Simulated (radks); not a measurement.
Values are calculated unless marked as measured or tabulated.
All-electron atom: Ga V in [Ar] 3d9 (the NIST ground configuration). Level of theory: Dirac Kohn-Sham, exchange-only PBE, spin-unpolarised, spherical densities, finite nucleus; open shells fill j = l - 1/2 first; Fermi nuclear charge, rms radius 3.9973 fm (a radial shooting solver on a logarithmic mesh with Libxc functionals).

Spin-orbit splittings of the eigenvalues, e(l+1/2) - e(l-1/2), with zeta = 2 splitting/(2l+1) and mean radii in bohr:

shell  occ.  splitting (eV)  zeta (eV)  <r> j=l-1/2  <r> j=l+1/2
2p        6           27.67      18.44       0.1883       0.1918
3p        6           3.711      2.474       0.6637       0.6738
3d        9          0.5077     0.2031       0.7441       0.7484
4p        0          0.4152     0.2768        2.041        2.061
